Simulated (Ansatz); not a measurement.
C6H13N2 (SMILES CC([NH])=NC(C)(C)C), doublet, geometry from GFN2-xTB. Base run: Ansatz (a first-principles code) with PBE/def2-SV(P).

Geometry (Å):
```xyz
21

C      2.7570     0.0618     0.5031
C      1.4399     0.3005    -0.1712
N      1.4385     0.9116    -1.3101
N      0.3631     0.0003     0.5020
C     -0.9914    -0.2113     0.1603
C     -1.1789    -1.1030    -1.0768
C     -1.5967    -0.9282     1.3864
C     -1.7279     1.1314    -0.0156
H      3.5282     0.6408     0.0055
H      3.0062    -0.9960     0.4396
H      2.6945     0.3368     1.5521
H      0.5579     1.0319    -1.7918
H     -0.8180    -0.6100    -1.9766
H     -0.6259    -2.0318    -0.9543
H     -2.2323    -1.3369    -1.2101
H     -1.4506    -0.3224     2.2761
H     -2.6597    -1.0923     1.2340
H     -1.1055    -1.8861     1.5348
H     -1.3610     1.6591    -0.8931
H     -2.7945     0.9550    -0.1304
H     -1.5626     1.7613     0.8545
```
Charge 0, spin multiplicity 2.
Orbitals are unrestricted.
All else is at Ansatz's defaults.
Base energy -345.15007 Eh.

The base run was repeated with changes; each row names its change, and settings that it needs were set with it.

```csv
change,ΔE vs base (µEh)
base,0.0
"final_grid = 6, 12, 29",-18.1
"final_grid = 4, 8, 17",1063
"point_charge = charge:-1.0 position_ang:-2.3553, -4.0114, -5.0776",-3561
lower_state_search = off,0.0
lower_state_search = full,0.0
"final_grid = 10, 20, 41",3.7
"point_charge = charge:0.5 position_ang:-4.2532, -4.9958, -2.3566",1110
nuclear_model = gaussian,31.5
forces = on,0.0
"point_charge = charge:1.0 position_ang:-5.6198, 3.1363, -2.5283",1523
```
